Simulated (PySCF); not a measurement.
Species: C4H15NOSi3.
Atom-mapped SMILES: `[OH:1][Si@H:2]([CH:3]1[CH2:4][CH2:5][CH2:6]1)[N:7]([SiH3:8])[SiH3:9]`

NICS = −σ at a ghost point: NICS(0) at the centroid of the ring atoms, NICS(1) 1 Å to either side along the normal of their mean plane, zz for the tensor component along that normal. Level: GIAO PBE0/pcSseg-1 (PySCF, non-relativistic, gas phase) on the GFN2-xTB geometry, one conformer.

Ring bond lengths (Å), with Mayer bond orders in brackets: C3–C4 1.541 (1.01), C4–C5 1.533 (1.04), C5–C6 1.533 (1.04), C6–C3 1.539 (1.01).

Question: What do the NICS probes read (ppm)?

Answer: 
```
       ring                                            type  NICS(0)  NICS(1), two faces  NICS(1)zz, two faces  rms pucker (Å)  centre to ring atoms, mean (Å)
C3–C4–C5–C6  4-membered carbocycle; formal bonds all single      0.8          0.4 / -0.6             4.0 / 4.7            0.09                            1.08
```

Question: What do they say, and how far can they be read as aromaticity?

Answer: 
- C3–C4–C5–C6: mean NICS(1)zz 4.4 ppm, deshielded. C3, C4, C5, C6 have four or more neighbours, and the NICS criterion for π rings isn't applied.

Question: What field does 9.4 T along the ring normal induce along that normal at the second NICS(1) probe listed for ring C3–C4–C5–C6, 1 Å off the ring?

Answer: NICSzz × B0 = 4.7 ppm × 9.4 T = 44 μT, along the applied field.

Question: Give the inner angles of the rings and the Hirshfeld charges of the ring atoms.

Answer: 
- C3–C4–C5–C6: C3 88.9° (-0.120 e), C4 89.2° (-0.070 e), C5 89.4° (-0.072 e), C6 89.3° (-0.071 e); sum 356.8° against 360° for a flat convex ring.

Shape of the structure used: `[OH:1][Si@H:2]([CH:3]1[CH2:4][CH2:5][CH2:6]1)[N:7]([SiH3:8])[SiH3:9]`: O1–Si2–C3–C4 88°, O1–Si2–N7–Si8 -154°, H–O1–Si2–C3 171°.
